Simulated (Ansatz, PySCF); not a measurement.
CH9ClOSi3, SMILES C[SiH2]O[Si@H]([SiH3])Cl.

The structure is a stationary point at PBE-D3(BJ)/def2-SVP. The structure was generated by enumeration; whether it is a known compound was not checked. Other conformers were not sampled.

Vertical ionisation energy (IE) and electron affinity (EA) in eV. Rows of orbital energies are one-electron estimates. Where ΔSCF, EOM or ADC give a negative EA the extra electron is unbound and the value depends on the basis.

| level | IE | EA |
|---|---|---|
| −ε(HOMO), −ε(LUMO), CAM-B3LYP/def2-TZVP (PySCF) | 9.24 | -0.65 |
| −ε(HOMO), −ε(LUMO), PBE/def2-TZVP (PySCF) | 6.72 | 1.28 |
| ΔSCF, PBE0/def2-SVPD (Ansatz), final states of multiplicity 2 and 2 | 9.72 | -0.97 |
| ΔSCF, PBE/def2-SVPD (Ansatz), final states of multiplicity 2 and 2 | 9.26 | -0.77 |

**Question.** What vertical singlet–triplet gap does ΔSCF give with PBE0/def2-SVPD (Ansatz, a quantum-chemistry and plane-wave program) and with PBE/def2-SVPD (Ansatz)? (Estimate from the structure and the level; the computed values follow.)

**Answer.** 5.64 and 5.23 eV (triplet above singlet where positive).
